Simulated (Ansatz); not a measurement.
## Molecular dynamics of AlH₆NOSi

input.yaml

```yaml
crystal:
  periodic: [false, false, false]
  atoms:
    - { symbol: Al, position_ang: [-0.133789, 0.169405, -0.373288] }
    - { symbol: O, position_ang: [-0.707945, -0.171885, 1.217387] }
    - { symbol: Si, position_ang: [-1.317491, -0.518173, 2.76923] }
    - { symbol: H, position_ang: [-2.474196, -1.498358, 2.682306] }
    - { symbol: H, position_ang: [-0.238669, -1.135145, 3.644663] }
    - { symbol: H, position_ang: [-1.808264, 0.752654, 3.440783] }
    - { symbol: "N", position_ang: [1.61662, -0.038968, -0.732222] }
    - { symbol: H, position_ang: [2.317616, -0.34345, -0.058269] }
    - { symbol: H, position_ang: [2.021534, 0.143675, -1.649857] }
    - { symbol: H, position_ang: [-1.123315, 0.659543, -1.537733] }
basis:
  gaussian: { orbitals: "6-31G" }
hamiltonian:
  xc: pbe
  dispersion: d4
md:
  timestep: 0.25
  n_steps: 250
  ensemble: nve
  temperature: 300.0
  initial_velocities: maxwell_boltzmann
  seed: 708771
```

Launched with:

```bash
$ ansatz run input.yaml --threads 1 --pin off --max-ram 2048MiB --backend cpu --events-out ev --progress --plain --runs-dir out
```

It starts from a relaxed structure.

Output, in part (one step line in 9, the closing report, with atoms numbered from 0):

```
md step     0: t =     0.00 fs  T =   300.0 K  F+E_penalty+E_count = -18096.93237721 eV  E_kin = 0.310224 eV  conserved = -18096.62215321 eV  (24 SCF iters)
md step     9: t =     2.25 fs  T =   253.8 K  F+E_penalty+E_count = -18096.88452739 eV  E_kin = 0.262470 eV  conserved = -18096.62205719 eV  (20 SCF iters)
md step    18: t =     4.50 fs  T =   196.0 K  F+E_penalty+E_count = -18096.82469604 eV  E_kin = 0.202669 eV  conserved = -18096.62202670 eV  (20 SCF iters)
md step    27: t =     6.75 fs  T =   176.5 K  F+E_penalty+E_count = -18096.80458385 eV  E_kin = 0.182554 eV  conserved = -18096.62202994 eV  (20 SCF iters)
md step    36: t =     9.00 fs  T =   177.8 K  F+E_penalty+E_count = -18096.80599016 eV  E_kin = 0.183884 eV  conserved = -18096.62210651 eV  (20 SCF iters)
md step    45: t =    11.25 fs  T =   143.6 K  F+E_penalty+E_count = -18096.77054256 eV  E_kin = 0.148520 eV  conserved = -18096.62202276 eV  (20 SCF iters)
md step    54: t =    13.50 fs  T =   140.4 K  F+E_penalty+E_count = -18096.76720208 eV  E_kin = 0.145162 eV  conserved = -18096.62204051 eV  (20 SCF iters)
md step    63: t =    15.75 fs  T =   162.6 K  F+E_penalty+E_count = -18096.79025303 eV  E_kin = 0.168183 eV  conserved = -18096.62206996 eV  (20 SCF iters)
md step    72: t =    18.00 fs  T =   171.6 K  F+E_penalty+E_count = -18096.79952767 eV  E_kin = 0.177443 eV  conserved = -18096.62208453 eV  (20 SCF iters)
md step    81: t =    20.25 fs  T =   160.8 K  F+E_penalty+E_count = -18096.78826544 eV  E_kin = 0.166234 eV  conserved = -18096.62203174 eV  (20 SCF iters)
md step    90: t =    22.50 fs  T =   170.6 K  F+E_penalty+E_count = -18096.79844979 eV  E_kin = 0.176378 eV  conserved = -18096.62207218 eV  (20 SCF iters)
md step    99: t =    24.75 fs  T =   169.4 K  F+E_penalty+E_count = -18096.79723630 eV  E_kin = 0.175162 eV  conserved = -18096.62207399 eV  (20 SCF iters)
md step   108: t =    27.00 fs  T =   152.0 K  F+E_penalty+E_count = -18096.77919566 eV  E_kin = 0.157156 eV  conserved = -18096.62203976 eV  (20 SCF iters)
md step   117: t =    29.25 fs  T =   158.3 K  F+E_penalty+E_count = -18096.78571713 eV  E_kin = 0.163691 eV  conserved = -18096.62202660 eV  (20 SCF iters)
md step   126: t =    31.50 fs  T =   191.9 K  F+E_penalty+E_count = -18096.82058263 eV  E_kin = 0.198489 eV  conserved = -18096.62209369 eV  (20 SCF iters)
md step   135: t =    33.75 fs  T =   191.9 K  F+E_penalty+E_count = -18096.82052654 eV  E_kin = 0.198451 eV  conserved = -18096.62207567 eV  (20 SCF iters)
md step   144: t =    36.00 fs  T =   171.8 K  F+E_penalty+E_count = -18096.79969883 eV  E_kin = 0.177669 eV  conserved = -18096.62202991 eV  (20 SCF iters)
md step   153: t =    38.25 fs  T =   179.7 K  F+E_penalty+E_count = -18096.80782836 eV  E_kin = 0.185784 eV  conserved = -18096.62204423 eV  (20 SCF iters)
md step   162: t =    40.50 fs  T =   198.0 K  F+E_penalty+E_count = -18096.82685722 eV  E_kin = 0.204759 eV  conserved = -18096.62209845 eV  (20 SCF iters)
md step   171: t =    42.75 fs  T =   177.3 K  F+E_penalty+E_count = -18096.80538216 eV  E_kin = 0.183314 eV  conserved = -18096.62206852 eV  (20 SCF iters)
md step   180: t =    45.00 fs  T =   146.8 K  F+E_penalty+E_count = -18096.77380973 eV  E_kin = 0.151774 eV  conserved = -18096.62203534 eV  (20 SCF iters)
md step   189: t =    47.25 fs  T =   138.6 K  F+E_penalty+E_count = -18096.76539293 eV  E_kin = 0.143333 eV  conserved = -18096.62206025 eV  (20 SCF iters)
md step   198: t =    49.50 fs  T =   133.5 K  F+E_penalty+E_count = -18096.76004900 eV  E_kin = 0.138000 eV  conserved = -18096.62204934 eV  (21 SCF iters)
md step   207: t =    51.75 fs  T =   140.6 K  F+E_penalty+E_count = -18096.76743639 eV  E_kin = 0.145397 eV  conserved = -18096.62203900 eV  (20 SCF iters)
md step   216: t =    54.00 fs  T =   164.4 K  F+E_penalty+E_count = -18096.79207663 eV  E_kin = 0.169999 eV  conserved = -18096.62207765 eV  (20 SCF iters)
md step   225: t =    56.25 fs  T =   165.0 K  F+E_penalty+E_count = -18096.79274519 eV  E_kin = 0.170663 eV  conserved = -18096.62208245 eV  (20 SCF iters)
md step   234: t =    58.50 fs  T =   138.1 K  F+E_penalty+E_count = -18096.76486043 eV  E_kin = 0.142825 eV  conserved = -18096.62203540 eV  (21 SCF iters)
md step   243: t =    60.75 fs  T =   133.9 K  F+E_penalty+E_count = -18096.76046872 eV  E_kin = 0.138439 eV  conserved = -18096.62202962 eV  (20 SCF iters)
md step   250: t =    62.50 fs  T =   150.8 K  F+E_penalty+E_count = -18096.77803698 eV  E_kin = 0.155956 eV  conserved = -18096.62208051 eV  (24 SCF iters)
Total energy: -18096.77808594 eV, -665.0443282214 hartree
Atom 0 at    -0.157238     0.159761    -0.408029 Å, force    -0.161913     0.242148     0.503686 eV/Å
Atom 1 at    -0.902513    -0.393409     1.079699 Å, force     0.288744     0.241521     0.008356 eV/Å
Atom 2 at    -1.219037    -0.446830     2.772362 Å, force     0.420890    -0.844789    -0.346558 eV/Å
Atom 3 at    -2.580793    -1.029355     2.932179 Å, force    -0.538193     0.142938     0.143300 eV/Å
Atom 4 at    -0.342067    -1.459472     3.519447 Å, force     0.115006     0.143742    -0.201517 eV/Å
Atom 5 at    -1.002183     0.858415     3.483283 Å, force    -0.122193     0.332212    -0.023329 eV/Å
Atom 6 at     1.631136     0.033833    -0.568610 Å, force     0.168687    -0.483998     0.458319 eV/Å
Atom 7 at     2.216267    -0.561234     0.033021 Å, force    -0.252375     0.229954    -0.145239 eV/Å
Atom 8 at     2.205252     0.546636    -1.225647 Å, force     0.042747     0.128613    -0.358661 eV/Å
Atom 9 at    -1.030763     0.998700    -1.465839 Å, force     0.038600    -0.132342    -0.038357 eV/Å
Dipole moment:     0.355969     0.045170    -0.037980 e Å
```

The run went to its last step. The conserved energy stayed within 0.015 meV per atom of its start (net change 0.0072 meV per atom), so the integration is sound. Over the second half the temperature averaged 0.54 of the 300 K drawn at the start: a run that starts near a minimum puts about half its kinetic energy into the potential. A run of 0.062 ps of so small a system gives no equilibrium averages. Limits of this set-up: no polarisation functions.

The same pairs are bonded in the first frame and the last. Pairs count as bonded within 1.25 times the sum of covalent radii (0.12 Å more for H–H).

Last frame:

```xyz
10
Properties=species:S:1:pos:R:3
Al -0.157 0.160 -0.408
O -0.902 -0.393 1.080
Si -1.219 -0.447 2.772
H -2.581 -1.029 2.932
H -0.342 -1.460 3.519
H -1.002 0.858 3.483
N 1.631 0.034 -0.569
H 2.216 -0.561 0.033
H 2.205 0.547 -1.226
H -1.031 0.999 -1.466
```

Time of the run: 11 min on 1 thread of Arm Neoverse V1, on a shared host, peak memory 0.11 GiB.
